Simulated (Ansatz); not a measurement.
Coupled-cluster run, BH6NSi2, SMILES `[SiH3][SiH]1BN1`.

```yaml
crystal:
  periodic: [false, false, false]
  atoms:
    - {symbol: Si, position_ang: [-1.417372, 0.853242, -0.806393]}
    - {symbol: Si, position_ang: [-0.140907, -0.742570, 0.318918]}
    - {symbol: B, position_ang: [1.374443, -0.360196, 1.467599]}
    - {symbol: N, position_ang: [1.608966, -0.580698, 0.133379]}
    - {symbol: H, position_ang: [-1.465337, 0.596615, -2.273105]}
    - {symbol: H, position_ang: [-2.813842, 0.837793, -0.290652]}
    - {symbol: H, position_ang: [-0.834516, 2.202891, -0.579717]}
    - {symbol: H, position_ang: [-0.643073, -2.127674, 0.092947]}
    - {symbol: H, position_ang: [2.017774, -0.115951, 2.435061]}
    - {symbol: H, position_ang: [2.396963, -0.614654, -0.495037]}
basis:
  gaussian: {orbitals: def2-SVP}
correlation: {method: ccsd_t}
```

```sh
$ ansatz run in.yaml --threads 2 --pin off --events-out ev --progress --plain --max-ram 4352MiB
```

Log, shortened:

```
Functional definition: HF
928 factors; integrals over basis functions are off by at most 1.2e-3 eV
mean field evaluation 1: about -17962.9833 eV, gradient 3.2e1 eV
mean field evaluation 2: about -17963.0284 eV, gradient 3.2e1 eV
mean field evaluation 4: about -17965.8594 eV, gradient 3.6e0 eV
mean field evaluation 8: about -17965.9170 eV, gradient 1.5e-1 eV
mean field evaluation 16: about -17965.8671 eV, gradient 5.8e-1 eV
mean field -17965.91713132 eV, -660.2352768401 hartree, gradient 8.0e-6 eV, S^2 0.000000; 0 other end points of the search recorded, 0 dependent functions left out
12 core orbitals not correlated: weight in the atoms' cores, before any rotation towards them, 1.000 or more for the frozen orbitals, at most 0.000 for the correlated occupied ones
reference -17965.91713132 eV, -660.2352768401 hartree; 11, 11 occupied and 71, 71 virtual orbitals, 928 factors
second order -12.16918004 eV of doubles, -0.00000000 eV of singles
cycle   1  -13.09469138 eV  change   -9.3e-1 eV  update   1.0e-1
cycle   2  -13.56819717 eV  change   -4.7e-1 eV  update   3.2e-2
cycle   3  -13.65777268 eV  change   -9.0e-2 eV  update   1.6e-2
cycle   4  -13.65098176 eV  change    6.8e-3 eV  update   4.6e-3
cycle   5  -13.65109404 eV  change   -1.1e-4 eV  update   1.7e-3
cycle   6  -13.65082589 eV  change    2.7e-4 eV  update   5.7e-4
cycle   7  -13.65070418 eV  change    1.2e-4 eV  update   1.9e-4
cycle   8  -13.65076606 eV  change   -6.2e-5 eV  update   7.5e-5
cycle   9  -13.65077213 eV  change   -6.1e-6 eV  update   2.3e-5
perturbative correction -0.46061647 eV, -0.0169273429 hartree
Total energy: -17980.02851992 eV, -660.7538608059 hartree
```

Hardware: 2 threads of an Arm Neoverse V1 on a shared host. Wall time 3.7 s, peak host memory 0.41 GiB.

MP2 recovers 86.2 % of the CCSD(T) correlation energy and the triples give 3.3 %; T1 = 0.0154.
